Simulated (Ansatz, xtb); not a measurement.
System: AlF₂ (charge +1, singlet). 
Structure (B3LYP-D3(BJ)/def2-TZVP (Ansatz, a first-principles code) minimum search):
```xyz
3

Al     0.0000     0.0000     0.0000
F      0.0000     0.0000     1.5918
F      0.0000     0.0000    -1.5918
```
Charge +1, spin multiplicity 1.

Harmonic wavenumbers from GFN2-xTB (xtb, at its own minimum), cm⁻¹: 242, 242, 657, 1031.

**Question.** Give the harmonic wavenumbers at B3LYP-D3(BJ)/def2-TZVP (Ansatz, finite differences of forces, unscaled).

**Answer.** 187, 187, 755, 1159 cm⁻¹. Zero-point energy 3.3 kcal/mol.

**Question.** From these and the geometry, give the ideal-gas thermochemistry at 298.15 K and 1 atm (rigid rotor, harmonic oscillator).

**Answer.** Point group D∞h, rotational symmetry number 2. Rotational constants 5.249, 5.249 GHz. S(trans) 38.43, S(rot) 14.67, S(vib) 4.82, S(elec, spin only) 0.00, S 57.9 cal/(mol K). H(298) - H(0) 2.87 kcal/mol; G - E(el) -11.1 kcal/mol.
